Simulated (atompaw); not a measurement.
How hard is this Ti (Z = 22) PAW (atompaw) potential?

atompaw 4.2.0.5 input, output lines left out:

```
Ti 22
LDA-PW scalarrelativistic loggrid 1500 logderivrange -7 5 301
4 4 3 0 0 0
4 1 0
3 2 2
0 0 0
c
c
v
v
c
v
v
v
2
2.30 2.15 2.20 1.85
n
n
y
1.45
n
custom polynom2 7 10 vanderbiltortho besselshape
3 0.5 troulliermartins
1.60
2.30
1.80
2.30
1.80
2.30
```

The pseudo-atom Hamiltonian at the reference potential is diagonalised in spherical Bessel functions j_l(qr) that vanish at 20 bohr, with q² up to the cutoff. All-electron valence levels (Ry): 3s -4.5766, 4s -0.3376, 3p -2.8510, 4p -0.1129, 3d -0.3281.

Task: How do the lowest levels (Ry) of each channel move with the cutoff, and are there ghosts?

Result:

```csv
cutoff (Ry),s #1,s #2,p #1,p #2,p #3,d #1,d #2,f #1,Σ f·Δε (mRy)
8,-4.2872,-0.3371,-2.1374,-0.1110,0.0455,0.0459,0.1238,0.1060,5609.3
12,-4.5428,-0.3373,-2.7455,-0.1127,0.0451,-0.1689,0.0536,0.1060,1019.6
18,-4.5756,-0.3376,-2.8455,-0.1128,0.0451,-0.3182,0.0517,0.1060,54.9
25,-4.5765,-0.3376,-2.8509,-0.1128,0.0451,-0.3275,0.0517,0.1060,2.1
35,-4.5765,-0.3376,-2.8509,-0.1128,0.0451,-0.3277,0.0517,0.1060,1.3
45,-4.5765,-0.3376,-2.8509,-0.1128,0.0451,-0.3278,0.0517,0.1060,1.2
55,-4.5765,-0.3376,-2.8510,-0.1128,0.0451,-0.3279,0.0517,0.1060,0.9
70,-4.5766,-0.3376,-2.8510,-0.1128,0.0451,-0.3279,0.0517,0.1060,0.8
400,-4.5766,-0.3376,-2.8510,-0.1129,0.0451,-0.3281,0.0517,0.1060,0.0
```

Result: no extra level below or beside the all-electron valence levels (s, p, d, f tested); 10 mRy is reached at 25 Ry and 1 mRy at 55 Ry.
